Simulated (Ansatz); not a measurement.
SbI2, SMILES [I][Sb+][I] (connectivity only; charge and spin as stated), charge +1, multiplicity 1.

Coordinates come from a PBE0-D3(BJ)/def2-SVP optimisation. The spin state was assumed, not searched. The isomer is the one that the SMILES or the coordinates give; other isomers of the formula were not compared. The def2 effective core potentials stand for the cores of I, Sb; spin–orbit coupling is left out.

Two levels are set side by side: PBE/def2-SVPD (Ansatz, a first-principles code) and CAM-B3LYP/def2-SVPD (Ansatz). Energy differences of separate SCF runs at the same geometry; the states with an electron removed or added have multiplicity 2 and 2. Differences are taken from unrounded values.

```tsv
quantity	PBE
vertical ionisation energy (eV)	14.31
vertical electron affinity (eV)	7.49
vertical singlet–triplet gap (eV)	1.77
```

Question: These are the PBE values. What does CAM-B3LYP give? (The exact figures need the calculation; the answer reports its results.)

Answer: 
```
quantity                           CAM-B3LYP  PBE minus CAM-B3LYP
---------------------------------  ---------  -------------------
vertical ionisation energy (eV)        14.72                -0.41
vertical electron affinity (eV)         7.94                -0.45
vertical singlet–triplet gap (eV)       1.73                 0.05
```
